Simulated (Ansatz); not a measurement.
Stepwise reaction of `[OH][Nb]([OH])([Cl])([Cl])[Cl]` with water, as a gas-phase model of exchange steps in deposition or etching. ΔE in kJ/mol.

Isolated molecules relaxed with PBE0-D4/def2-TZVP in Ansatz; ΔE leaves out vibrations. CCSD(T)/CBS is the MP2 limit (def2-TZVPP, def2-QZVPP) plus CCSD(T) − MP2 in def2-TZVPP, frozen cores. This one scheme is used for every species. DFT in def2-TZVPP. B3LYP here is the variant with VWN-RPA as its local correlation; programs differ in this. Elements past krypton have def2 core potentials. For Nb outer-core shells are correlated without core-valence functions, which leaves a few kJ/mol of doubt a bond. Each species was taken in one conformer, which may not be the lowest.

| step | reaction | PBE-D4 | B3LYP-D4 | ωB97M-V | CCSD(T)/CBS |
| --- | --- | --- | --- | --- | --- |
| 1 | `[OH][Nb]([OH])([Cl])([Cl])[Cl]` + H₂O → `[OH][Nb]([OH])([OH])([Cl])[Cl]` + HCl | 27.8 | 22.1 | 15.7 | 25.3 |
| 2 | `[OH][Nb]([OH])([OH])([Cl])[Cl]` + H₂O → `[OH][Nb]([OH])([OH])([OH])[Cl]` + HCl | 6.7 | 5.7 | 4.3 | 9.3 |

(1) By hand: ΔE of the 2 steps together at CCSD(T)/CBS.

Answers

(1) (25.3) + (9.3) = 34.6 kJ/mol, or 17.3 kJ/mol a step.

In ΔE each step is lower than the one before. All are uphill at CCSD(T)/CBS. PBE-D4 differs from CCSD(T)/CBS by -2.6 to 2.5 kJ/mol a step. Only this route is followed, and other bonds may react first. Isolated molecules leave out the surface, adducts and barriers. Largest T1 diagnostic: 0.021.
